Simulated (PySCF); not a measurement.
ClFH2O2Sn. Atoms are numbered in the order given.

```xyz
7

O      0.4130     1.9606     0.4141
Sn    -0.1398     0.1123     0.1234
O     -1.9804     0.0956    -0.5448
F     -0.1478    -0.8726     1.7785
Cl     1.3888    -0.9392    -1.2547
H     -0.3490     2.5186     0.6199
H     -2.4010    -0.7653    -0.4209
```
Charge 0, spin multiplicity 1.

Geometry: PBE0-D3(BJ)/def2-SVP. The structure was generated by enumeration; whether it is a known compound was not checked. The def2 effective core potentials stand for the cores of Sn; spin–orbit coupling is left out. Other conformers were not sampled.

All values below come from PySCF with C-PCM-ωB97X/def2-SVP.

The values are the electrostatic part of the solvation free energy, E(continuum) − E(gas) at the gas-phase geometry, in a cavity of scaled van der Waals radii (PySCF's table); cavitation and dispersion terms are not included. A continuum can't describe solvent molecules that bind to the metal. In vacuum the orbital gap is 11.65 eV. The dipole moment in vacuum is 2.07 D.

Q: Estimate the values in water (ε = 78.36), toluene (ε = 2.37), 1-octanol (ε = 9.86). (Estimate from the structure and the level; the computed values follow.)

A: 
| solvent | ε | ΔG(elec) (kcal/mol) | dipole (D) | gap (eV) |
|---|---|---|---|---|
| water | 78.36 | -9.8 | 2.56 | 11.64 |
| toluene | 2.37 | -5.5 | 2.34 | 11.66 |
| 1-octanol | 9.86 | -8.8 | 2.51 | 11.65 |
